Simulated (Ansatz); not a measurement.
Geometry optimisation, DFT PBE, scalar-relativistic, plane waves, PAW in Ansatz 0.2.0.

input.yaml

```yaml
crystal:
  lattice:
    - [0.0, 5.43, 5.43]
    - [5.43, 0.0, 5.43]
    - [5.43, 5.43, 0.0]
  atoms:
    - { symbol: Si, position: [0.0, 0.0, 0.0] }
    - { symbol: Si, position: [0.125, 0.125, 0.125] }
    - { symbol: Si, position: [0.0, 0.0, 0.5] }
    - { symbol: Si, position: [0.125, 0.125, 0.625] }
    - { symbol: Si, position: [0.0, 0.5, 0.0] }
    - { symbol: Si, position: [0.125, 0.625, 0.125] }
    - { symbol: Si, position: [0.0, 0.5, 0.5] }
    - { symbol: Si, position: [0.125, 0.625, 0.625] }
    - { symbol: Si, position: [0.5, 0.0, 0.0] }
    - { symbol: Si, position: [0.625, 0.125, 0.125] }
    - { symbol: Si, position: [0.5, 0.0, 0.5] }
    - { symbol: Si, position: [0.625, 0.125, 0.625] }
    - { symbol: Si, position: [0.5, 0.5, 0.0] }
    - { symbol: Si, position: [0.625, 0.625, 0.125] }
    - { symbol: Si, position: [0.5, 0.5, 0.5] }
    - { symbol: Si, position: [0.625, 0.625, 0.625] }
    - { symbol: Ge, position: [0.82201588, 0.54943299, 0.81227721] }
basis:
  ecutwfc: 420.0
kpoints:
  mp_grid: { grid: [2, 2, 2] }
hamiltonian:
  xc: pbe
  pseudopotentials: { kind: paw, azcp: { folder: soft_1 } }
scf:
  occupations: { method: gaussian, width: 0.05 }
  lower_state_search: "off"
relax:
  f_tol: 0.03
  max_steps: 60
  adjacent_minimum: "off"
```

Run as:

```bash
$ ansatz run input.yaml --threads 1 --pin off --max-ram 3072MiB --backend cpu --events-out ev --progress --plain --runs-dir out
```

**Question.** Where does it end, and by what steps?

**Answer.** The forces met the threshold. The force dipped under the threshold on the way, but the program's further checks kept it going. Limits of this set-up: coarse k mesh. After 6 steps the energy has fallen by 1.582 eV; Si1 moved furthest, 0.46 Å.

```csv
step,energy less start (eV),largest force component (eV/Å),accepted
0,0.0000,3.249,yes
1,-1.1815,1.306,yes
2,-1.5427,0.186,yes
3,-1.5724,0.142,yes
4,-1.5796,0.084,yes
5,-1.5820,0.019,yes
6,-1.5820,0.018,yes
```

```xyz
17
Lattice="0.0000 5.4300 5.4300 5.4300 0.0000 5.4300 5.4300 5.4300 0.0000" Properties=species:S:1:pos:R:3
Si 0.261 -0.263 0.264
Si 1.439 1.387 1.443
Si 2.625 2.803 0.022
Si 4.041 3.989 1.443
Si 2.833 0.135 2.835
Si 4.317 1.112 4.320
Si 5.294 2.596 2.835
Si 6.663 4.197 4.199
Si 0.018 2.804 2.628
Si 1.440 3.989 4.045
Si 2.625 5.410 2.629
Si 3.809 7.050 3.812
Si 2.833 2.596 5.298
Si 4.196 4.196 6.665
Si 5.181 5.677 5.185
Si 6.663 6.662 6.665
Ge 7.455 8.834 7.459
```

Time of the run: 34 s on 1 thread of Arm Neoverse V2 (shared host), peak memory 0.54 GiB.
